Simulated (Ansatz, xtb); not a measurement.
Species: ReO3, net charge 1, singlet state. SMILES: [O]=[Re+](=[O])=[O]
Coordinates optimised at B3LYP-D3(BJ)/def2-TZVP (Ansatz, a first-principles code):
```
Re
O 1 1.6845
O 1 1.6845 2 105.89
O 1 1.6845 2 105.89 3 -112.16
```
Charge +1, spin multiplicity 1.

Harmonic wavenumbers from GFN2-xTB (xtb, at its own minimum), cm⁻¹: -197, 126, 126, 869, 881, 881.

Task: Give the harmonic wavenumbers at B3LYP-D3(BJ)/def2-TZVP (Ansatz, finite differences of forces, unscaled).

Result: 338, 374, 374, 1016, 1016, 1081 cm⁻¹. Zero-point energy 6.0 kcal/mol.

Task: From these and the geometry, give the ideal-gas thermochemistry at 298.15 K and 1 atm (rigid rotor, harmonic oscillator).

Result: Point group C3v, rotational symmetry number 3. Rotational constants 6.816, 6.816, 4.37 GHz. S(trans) 42.25, S(rot) 22.69, S(vib) 3.59, S(elec, spin only) 0.00, S 68.5 cal/(mol K). H(298) - H(0) 3.09 kcal/mol; G - E(el) -11.3 kcal/mol.
